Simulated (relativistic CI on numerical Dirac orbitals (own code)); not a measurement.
## Dy IV: what numerical and physical settings do to a radial Dirac CI calculation

Reference input:

```
atom Dy  Z=66  charge=3  electrons=63
nucleus A=164  rms_radius_fm=5.2218
hamiltonian dirac-coulomb  breit=on  qed=on  c_scale=1
orbitals kli  potential=per-configuration
slater_scale 1
correlation none
mixing on
grid step=0.0125 r_max=50.3
scf mixing=0.4 start=green max_iterations=150 tolerance=2e-08 node_fill=0.05
configurations
  [Xe] 4f9
end
```

Computed lowest total energy -12141.14345 Ha, first excitation 3418.1 cm⁻¹, 14 SCF steps. Runs with settings changed; * marks those that are bad on purpose (the QED terms keep the true α when c is scaled):

| Changed | Outcome | Lowest level | ΔE (Ha) | First excitation (cm⁻¹) | SCF steps | Message |
| --- | --- | --- | --- | --- | --- | --- |
| grid step 0.03, nuclear radius 4.6996 fm, node fill of the KLI weights 0.01 | converged | 4f⁹ ⁶H°15/2 | -0.174 | 3362.5 | 13 |  |
| QED terms off, Slater scale 1.2, iteration limit 30 | converged | 4f⁹ ⁶H°15/2 | -7.8 | 3338.3 | 14 |  |
| speed of light × 1.25, QED terms off | converged | 4f⁹ ⁶H°15/2 | 190 | 2147.3 | 15 |  |
| start potential bare | converged | 4f⁹ ⁶H°15/2 | 4.29e-09 | 3418.1 | 29 |  |
| nuclear radius 522.18 fm * | converged | 4f⁹ ⁶H°15/2 | 1230 | 3662.5 | 13 |  |
| charge 4 * | refused |  |  |  | 0 | configuration [Xe] 4f9 has 63 electrons, the ion has 62 |

With so few configurations and no correlation, terms lie too far apart (by 10 to 50 % near neutrality), their order can be wrong, and levels of other configurations are missing.
